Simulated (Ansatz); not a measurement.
Computed with Ansatz on PBE0-D4/def2-TZVP structures; ΔE is electronic, products minus reactants. CBS: MP2 limit from def2 TZ/QZ plus the TZ coupled-cluster correction, frozen cores. Functionals use def2-TZVPP. B3LYP here is the variant with VWN-RPA as its local correlation; programs differ in this. For Se outer-core shells are correlated without core-valence functions, which leaves a few kJ/mol of doubt a bond. Scalar relativity is left out up to krypton. One conformer a species, not always the lowest.

Reaction (redistribution): `CB(F)[SeH]` + `C#C[SiH2]CN` → `C#C[SiH2]B(C)F` + `NC[SeH]`

Is it downhill or uphill in electronic energy at CCSD(T)/CBS, and by how much? (Estimate.)

Computed: Uphill: ΔE = +31.5 kcal/mol.

What do these levels give: PBE-D4, B3LYP-D4, B2PLYP, r2SCAN, B3LYP, HF/def2-TZVPP, MP2/def2-TZVPP, CCSD/def2-TZVPP, MP2/def2-QZVPP, HF/CBS(def2), MP2/CBS(def2), CCSD/CBS(def2)? (An estimate is asked.)

The calculation gave: PBE-D4 29.2, B3LYP-D4 30.2, B2PLYP 31.0, r2SCAN 31.6, B3LYP 29.7, HF/def2-TZVPP 31.3, MP2/def2-TZVPP 33.1, CCSD/def2-TZVPP 31.2, MP2/def2-QZVPP 33.3, HF/CBS(def2) 31.2, MP2/CBS(def2) 33.4, CCSD/CBS(def2) 31.5 kcal/mol.

Largest T1 diagnostic among the species: 0.013.

From PBE to PBE0 (25 % exact exchange), in def2-TZVPP and without D4, ΔE moves by +1.3 kcal/mol.
